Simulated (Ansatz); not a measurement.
Ansatz (an electronic-structure program) input (B3LYP/LANL2DZ): The .json file is the Basis Set Exchange's LANL2DZ.

Ansatz 0.2 input:
```yaml
crystal:
  periodic: [false, false, false]
  atoms:
    - {symbol: Be, position_ang: [-0.28147422, 0.00597278, 0.16614737]}
    - {symbol: H, position_ang: [0.98409984, -0.59325155, 0.40208507]}
    - {symbol: H, position_ang: [0.14179705, 0.56936044, -1.06667454]}
basis:
  gaussian:
    orbitals: LANL2DZ.json
hamiltonian:
  xc: {name: B3LYP}
total_charge: 1
magnetization: {spin_polarized: true, initial_magnetization: 1}
relax: {f_tol: 0.003, max_steps: 120}
```

Task: Predict the final energy.

Result: -15.48309 Eh.
